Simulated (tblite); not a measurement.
Record of a relaxation.

C₄H₁₀ClSi (doublet state).
Atom-mapped SMILES: `[CH2:1][SiH2:2][C:3]([CH3:4])([CH3:5])[Cl:6]` (hydrogens: H7, H8 on C1; H9, H10 on Si2; H11, H12, H13 on C4; H14, H15, H16 on C5)

Computed with GFN2-xTB (tblite), gas phase: L-BFGS steps from a force-field or distance-geometry start until the largest atomic force falls under 0.01 eV/Å. 9 of its 219 geometries are shown.

Step 0: E = -539.2951 eV, largest atomic force 2.240 eV/Å
```
atom  x, y, z in Å  |  force x, y, z in eV/Å
C1      2.240    0.716    0.976    1.771  -0.722  -0.694
Si2     1.226   -0.573    0.100    2.007  -0.822   0.562
C3     -0.500   -0.090   -0.256   -1.957  -0.039   0.194
C4     -0.916    1.263    0.248   -1.512   1.105   0.386
C5     -1.538   -1.088    0.265   -0.706   0.367  -0.157
Cl6    -0.707   -0.073   -2.033    0.151  -0.064  -0.691
H7      2.792    1.315    0.228   -0.523   0.261   0.677
H8      3.018    0.282    1.651   -0.955   0.610  -0.190
H9      1.884   -0.929   -1.173   -0.027   0.010   0.083
H10     1.215   -1.757    0.974   -0.042  -0.018  -0.007
H11    -1.184    1.887   -0.629    0.447   0.125   0.805
H12    -0.194    1.737    0.925   -0.114  -0.031  -0.516
H13    -1.878    1.156    0.839    0.982   0.406  -0.594
H14    -1.957   -0.714    1.218    0.462  -0.645  -0.260
H15    -1.123   -2.087    0.379   -0.385   0.036  -0.132
H16    -2.384   -1.038   -0.456    0.402  -0.577   0.534
```

Step 27: E = -540.1100 eV, largest atomic force 0.280 eV/Å
```
atom  x, y, z in Å  |  force x, y, z in eV/Å
C1      2.278    0.647    0.806    0.043   0.064   0.069
Si2     1.285   -0.711    0.080   -0.066  -0.065  -0.072
C3     -0.534   -0.082   -0.297   -0.045  -0.048   0.272
C4     -0.843    1.325    0.229    0.001  -0.014  -0.036
C5     -1.505   -1.117    0.248   -0.070  -0.045   0.047
Cl6    -0.768   -0.082   -2.082    0.028   0.055  -0.133
H7      2.497    1.584    0.323    0.000  -0.071  -0.022
H8      2.655    0.551    1.809    0.063   0.097  -0.012
H9      1.746   -1.251   -1.200    0.091  -0.003   0.041
H10     1.188   -1.765    1.107   -0.016   0.060  -0.126
H11    -0.836    2.055   -0.576    0.084   0.008  -0.073
H12    -0.096    1.639    0.958   -0.115  -0.076   0.044
H13    -1.829    1.369    0.688    0.008  -0.070   0.010
H14    -1.501   -1.104    1.336    0.079   0.025   0.033
H15    -1.221   -2.113   -0.085   -0.005  -0.046   0.001
H16    -2.523   -0.937   -0.089   -0.077   0.129  -0.043
```

Step 54: E = -540.2368 eV, largest atomic force 0.142 eV/Å
```
atom  x, y, z in Å  |  force x, y, z in eV/Å
C1      2.248    0.729    0.738    0.051   0.010   0.007
Si2     1.307   -0.703    0.080   -0.030   0.041  -0.065
C3     -0.549   -0.149   -0.246    0.131   0.008   0.055
C4     -0.814    1.264    0.251    0.004   0.026   0.064
C5     -1.558   -1.141    0.302   -0.050  -0.007  -0.011
Cl6    -0.783   -0.127   -2.037   -0.032   0.051  -0.081
H7      2.473    1.586    0.125    0.015  -0.004   0.050
H8      2.626    0.781    1.745   -0.030   0.007  -0.049
H9      1.847   -1.149   -1.206   -0.030  -0.041   0.013
H10     1.265   -1.788    1.059   -0.016  -0.034   0.038
H11    -0.236    1.983   -0.323   -0.006  -0.009  -0.004
H12    -0.517    1.357    1.295   -0.046  -0.073   0.004
H13    -1.869    1.529    0.170    0.012  -0.050  -0.059
H14    -1.414   -1.302    1.370    0.026   0.113  -0.047
H15    -1.467   -2.104   -0.201    0.016   0.065   0.036
H16    -2.567   -0.758    0.136   -0.016  -0.103   0.047
```

Step 82: E = -540.2620 eV, largest atomic force 0.027 eV/Å
```
atom  x, y, z in Å  |  force x, y, z in eV/Å
C1      2.288    0.712    0.702    0.001   0.005   0.001
Si2     1.300   -0.694    0.056    0.000  -0.004   0.004
C3     -0.548   -0.124   -0.256   -0.008   0.002   0.003
C4     -0.844    1.269    0.271   -0.009   0.009  -0.004
C5     -1.534   -1.134    0.304   -0.005  -0.001   0.002
Cl6    -0.797   -0.068   -2.046    0.001   0.003   0.000
H7      2.555    1.560    0.097    0.012  -0.002   0.002
H8      2.630    0.759    1.720    0.001   0.016  -0.006
H9      1.801   -1.200   -1.221   -0.002  -0.011  -0.016
H10     1.236   -1.763    1.057    0.003  -0.002   0.023
H11    -0.192    2.006   -0.191   -0.004  -0.017   0.011
H12    -0.688    1.296    1.348    0.007  -0.011  -0.002
H13    -1.877    1.546    0.063   -0.008   0.005   0.007
H14    -1.425   -1.185    1.387    0.011  -0.010  -0.022
H15    -1.354   -2.124   -0.110   -0.008   0.015   0.012
H16    -2.560   -0.846    0.075    0.009   0.003  -0.014
```

Step 109: E = -540.3193 eV, largest atomic force 0.127 eV/Å
```
atom  x, y, z in Å  |  force x, y, z in eV/Å
C1      2.391    0.779    0.343    0.055  -0.013   0.056
Si2     1.279   -0.676    0.222    0.048   0.035   0.041
C3     -0.531   -0.082   -0.176   -0.029  -0.008  -0.012
C4     -0.913    1.195    0.545   -0.037  -0.041   0.060
C5     -1.553   -1.172    0.095   -0.014   0.006  -0.065
Cl6    -0.543    0.278   -1.948   -0.038  -0.041   0.020
H7      3.084    1.055   -0.435   -0.067   0.005   0.049
H8      2.423    1.399    1.226    0.006  -0.034  -0.122
H9      1.651   -1.602   -0.846   -0.003   0.003   0.031
H10     1.171   -1.352    1.524    0.000   0.001  -0.017
H11    -0.237    2.009    0.300    0.018   0.007  -0.057
H12    -0.863    1.022    1.618   -0.035   0.023   0.051
H13    -1.931    1.490    0.284    0.039   0.031   0.032
H14    -1.581   -1.395    1.162    0.036   0.030  -0.069
H15    -1.308   -2.083   -0.444    0.035  -0.020  -0.004
H16    -2.548   -0.854   -0.216   -0.014   0.016   0.007
```

Step 136: E = -540.3301 eV, largest atomic force 0.042 eV/Å
```
atom  x, y, z in Å  |  force x, y, z in eV/Å
C1      2.424    0.765    0.238    0.005  -0.003   0.010
Si2     1.268   -0.656    0.301    0.000  -0.007  -0.020
C3     -0.532   -0.064   -0.147    0.042   0.005   0.004
C4     -0.941    1.174    0.630   -0.001  -0.020   0.004
C5     -1.542   -1.182    0.020    0.006   0.011  -0.007
Cl6    -0.490    0.373   -1.899   -0.008   0.011   0.011
H7      3.146    0.888   -0.548   -0.002   0.008  -0.008
H8      2.419    1.550    0.974    0.010   0.002   0.005
H9      1.612   -1.696   -0.667   -0.005  -0.004   0.013
H10     1.142   -1.202    1.661    0.004   0.005   0.006
H11    -0.256    1.995    0.437    0.004   0.008  -0.011
H12    -0.926    0.955    1.696    0.000  -0.010  -0.008
H13    -1.947    1.493    0.357   -0.017  -0.007  -0.012
H14    -1.594   -1.468    1.069   -0.009  -0.009   0.017
H15    -1.259   -2.054   -0.564    0.006   0.005  -0.002
H16    -2.531   -0.860   -0.302   -0.035   0.007  -0.001
```

Step 164: E = -540.3342 eV, largest atomic force 0.022 eV/Å
```
atom  x, y, z in Å  |  force x, y, z in eV/Å
C1      2.461    0.744    0.212    0.005   0.011   0.005
Si2     1.263   -0.636    0.351    0.001   0.002  -0.008
C3     -0.530   -0.051   -0.142    0.008  -0.001   0.020
C4     -0.982    1.173    0.632    0.007   0.006  -0.003
C5     -1.531   -1.182   -0.007    0.001  -0.005   0.001
Cl6    -0.446    0.401   -1.888   -0.006   0.000   0.009
H7      2.978    0.968   -0.704   -0.015   0.010   0.001
H8      2.694    1.399    1.034   -0.009  -0.009  -0.012
H9      1.568   -1.737   -0.562    0.003  -0.009  -0.002
H10     1.146   -1.101    1.739   -0.011   0.005   0.001
H11    -0.309    2.010    0.459    0.010  -0.004   0.011
H12    -0.988    0.946    1.697    0.001   0.007  -0.015
H13    -1.987    1.474    0.336    0.011  -0.011   0.000
H14    -1.573   -1.506    1.031   -0.007  -0.005   0.002
H15    -1.243   -2.031   -0.623   -0.002  -0.008   0.002
H16    -2.528   -0.861   -0.309    0.002   0.010  -0.014
```

Step 191: E = -540.3396 eV, largest atomic force 0.027 eV/Å
```
atom  x, y, z in Å  |  force x, y, z in eV/Å
C1      2.425    0.759    0.200    0.014   0.006  -0.002
Si2     1.264   -0.647    0.396    0.004   0.013   0.003
C3     -0.513   -0.064   -0.134   -0.014  -0.009   0.007
C4     -0.967    1.171    0.621   -0.004   0.009  -0.006
C5     -1.534   -1.180   -0.022   -0.004  -0.015  -0.003
Cl6    -0.385    0.377   -1.881    0.014   0.003   0.001
H7      2.615    1.218   -0.756   -0.006  -0.004   0.016
H8      2.968    1.187    1.024   -0.012  -0.013  -0.021
H9      1.569   -1.791   -0.470   -0.013   0.010  -0.004
H10     1.160   -1.067    1.797    0.002  -0.005   0.005
H11    -0.270    1.992    0.472    0.004  -0.002   0.007
H12    -1.014    0.946    1.686   -0.004   0.007  -0.016
H13    -1.955    1.492    0.289    0.002  -0.015   0.005
H14    -1.627   -1.484    1.019   -0.001   0.007  -0.011
H15    -1.231   -2.045   -0.608    0.008  -0.003   0.002
H16    -2.512   -0.853   -0.378    0.011   0.012   0.016
```

Step 218: E = -540.3410 eV, largest atomic force 0.010 eV/Å
```
atom  x, y, z in Å  |  force x, y, z in eV/Å
C1      2.425    0.757    0.187    0.001   0.001  -0.007
Si2     1.261   -0.640    0.428   -0.010   0.000  -0.001
C3     -0.506   -0.063   -0.123    0.000  -0.001   0.005
C4     -0.984    1.173    0.614    0.001   0.002   0.003
C5     -1.527   -1.181   -0.030    0.001  -0.003  -0.003
Cl6    -0.339    0.373   -1.869    0.001   0.000  -0.006
H7      2.480    1.308   -0.736   -0.005  -0.003   0.006
H8      3.119    1.071    0.945    0.003   0.004   0.003
H9      1.550   -1.808   -0.413    0.002  -0.003   0.000
H10     1.171   -1.035    1.839   -0.002   0.000  -0.002
H11    -0.283    1.995    0.486    0.001   0.003  -0.002
H12    -1.063    0.952    1.677    0.002  -0.003   0.002
H13    -1.962    1.491    0.253    0.000   0.000  -0.001
H14    -1.633   -1.489    1.009    0.001   0.002  -0.001
H15    -1.216   -2.042   -0.616    0.003  -0.004   0.000
H16    -2.501   -0.852   -0.395    0.000   0.005   0.002
```

Question: Summarise the path.

Answer: The energy falls by 1.0459 eV from step 0 to step 218; nine tenths of that is first reached at step 54. It rises by more than 0.2 meV at steps 97, 98 and 181. The largest force goes from 2.240 to 0.010 eV/Å. Among the bonds Si2–C3 changes most, from 1.827 to 1.939 Å; the atoms move by 0.882 Å rms after alignment.

Question: Follow the three bonds and two angles with the largest change from start to end.

Answer: 
```csv
step,E above end (eV),largest force (eV/Å),Si2–C3 (Å),C4–H13 (Å),C1–H8 (Å),Si2–C1–H7 (°),Si2–C1–H8 (°)
0,1.0459,2.240,1.827,1.134,1.118,109.2,113.3
9,0.3840,0.265,1.960,1.090,1.075,122.8,122.1
19,0.3010,0.288,1.954,1.088,1.083,123.7,121.5
28,0.2250,0.178,1.957,1.086,1.074,124.3,119.6
38,0.1846,0.214,1.963,1.090,1.077,122.6,122.9
47,0.1455,0.222,1.963,1.087,1.075,122.5,123.5
57,0.0969,0.123,1.961,1.091,1.074,121.5,123.4
66,0.0831,0.086,1.960,1.091,1.075,122.9,122.3
76,0.0797,0.030,1.960,1.091,1.075,123.1,122.5
85,0.0787,0.028,1.959,1.091,1.075,122.5,122.7
95,0.0694,0.184,1.956,1.093,1.078,122.2,123.6
104,0.0390,0.412,1.949,1.090,1.082,122.6,122.1
114,0.0145,0.058,1.948,1.089,1.076,123.1,122.1
123,0.0122,0.035,1.945,1.091,1.076,122.9,122.3
133,0.0113,0.025,1.945,1.090,1.076,122.3,122.9
142,0.0100,0.025,1.947,1.090,1.076,122.6,122.6
152,0.0088,0.028,1.949,1.090,1.076,122.5,122.6
161,0.0072,0.019,1.948,1.091,1.076,122.4,122.8
171,0.0055,0.037,1.947,1.090,1.077,122.5,122.8
180,0.0032,0.066,1.945,1.090,1.077,122.3,122.4
190,0.0015,0.027,1.944,1.090,1.076,122.3,122.8
199,0.0009,0.022,1.942,1.090,1.076,122.1,122.9
209,0.0005,0.024,1.940,1.090,1.075,122.2,122.7
218,0.0000,0.010,1.939,1.090,1.075,122.3,122.6
```

The cost below is that of the whole relaxation. On one thread of an Arm Neoverse V1, on a shared host, this took 1.6 s.
